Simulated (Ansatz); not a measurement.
Molecule: CH₃Cl₃OSi, net charge 0, singlet state. 
Geometry from a B3LYP-D3(BJ)/def2-TZVP (Ansatz, a first-principles code) optimisation:
```
O
C 1 1.4283
H 2 1.0877 1 107.24
H 2 1.0914 3 109.43 1 -119.99
H 2 1.0914 3 109.43 4 -120.03
Si 1 1.6106 2 126.13 3 -180.00
Cl 6 2.0279 1 107.46 2 -180.00
Cl 6 2.0447 1 110.84 2 59.84
Cl 6 2.0447 1 110.84 2 -59.84
```
Charge 0, spin multiplicity 1.

Property: atomisation energy (electronic, to ground-state atoms), in kcal/mol. Correlated levels leave the core frozen unless marked. UHF or UKS for open shells. Spin-orbit coupling is left out. No relativistic terms. The coupled-cluster limit lacks core correlation, which all-electron functionals hold. Basis-set limits of correlation are two-point, X^-3; Hartree-Fock from the larger set. The bracket is a focal-point correction in the basis named.

```json
[
 {"level": "HF/6-31G", "program": "Ansatz", "atomisation energy (kcal/mol)": "444.5", "minus last row": "-357.4"},
 {"level": "HF/aug-cc-pV(T+d)Z", "program": "Ansatz", "atomisation energy (kcal/mol)": "583.2", "minus last row": "-218.7"},
 {"level": "HF/cc-pV(T+d)Z", "program": "Ansatz", "atomisation energy (kcal/mol)": "583.1", "minus last row": "-218.8"},
 {"level": "HF/cc-pV(Q+d)Z", "program": "Ansatz", "atomisation energy (kcal/mol)": "584.9", "minus last row": "-217.0"},
 {"level": "SVWN5/def2-TZVPD", "program": "Ansatz", "atomisation energy (kcal/mol)": "913.8", "minus last row": "111.9"},
 {"level": "BLYP-D3(BJ)/def2-TZVPD", "program": "Ansatz + dftd3", "atomisation energy (kcal/mol)": "784.2", "minus last row": "-17.7"},
 {"level": "r2SCAN-D3(BJ)/def2-TZVPD", "program": "Ansatz + dftd3", "atomisation energy (kcal/mol)": "802.1", "minus last row": "0.2"},
 {"level": "B3LYP-D4/def2-TZVPD", "program": "Ansatz + dftd4", "atomisation energy (kcal/mol)": "787.4", "minus last row": "-14.5"},
 {"level": "PBE0/STO-3G", "program": "Ansatz", "atomisation energy (kcal/mol)": "873.1", "minus last row": "71.2"},
 {"level": "r2SCANh-D4/def2-TZVPD", "program": "Ansatz + dftd4", "atomisation energy (kcal/mol)": "796.1", "minus last row": "-5.8"},
 {"level": "CAM-B3LYP-D4/def2-TZVPD", "program": "Ansatz + dftd4", "atomisation energy (kcal/mol)": "791.7", "minus last row": "-10.2"},
 {"level": "B2GP-PLYP/def2-TZVPD", "program": "Ansatz", "atomisation energy (kcal/mol)": "782.3", "minus last row": "-19.6"},
 {"level": "RI-MP2/CBS(cc-pV(T+d)Z,cc-pV(Q+d)Z)", "program": "Ansatz", "atomisation energy (kcal/mol)": "826.9", "minus last row": "25.0"},
 {"level": "SCS-MP2/cc-pV(T+d)Z", "program": "Ansatz", "atomisation energy (kcal/mol)": "784.4", "minus last row": "-17.5"},
 {"level": "SCS-MP2/cc-pV(Q+d)Z", "program": "Ansatz", "atomisation energy (kcal/mol)": "802.9", "minus last row": "1.0"},
 {"level": "CCSD/6-31G", "program": "Ansatz", "atomisation energy (kcal/mol)": "571.4", "minus last row": "-230.5"},
 {"level": "CCSD/aug-cc-pV(T+d)Z", "program": "Ansatz", "atomisation energy (kcal/mol)": "762.2", "minus last row": "-39.7"},
 {"level": "CCSD(T)/STO-3G", "program": "Ansatz", "atomisation energy (kcal/mol)": "732.6", "minus last row": "-69.3"},
 {"level": "CCSD(T)/aug-cc-pV(D+d)Z", "program": "Ansatz", "atomisation energy (kcal/mol)": "732.1", "minus last row": "-69.8"},
 {"level": "RI-MP2/CBS(aug-cc-pV(T+d)Z,aug-cc-pV(Q+d)Z)+[CCSD(T)-MP2]/aug-cc-pV(T+d)Z", "program": "Ansatz", "atomisation energy (kcal/mol)": "800.2", "minus last row": "-1.7"},
 {"level": "CCSD(T)/CBS(aug-cc-pV(T+d)Z,aug-cc-pV(Q+d)Z)", "program": "Ansatz", "atomisation energy (kcal/mol)": "801.9", "minus last row": "0.0"}
]
```
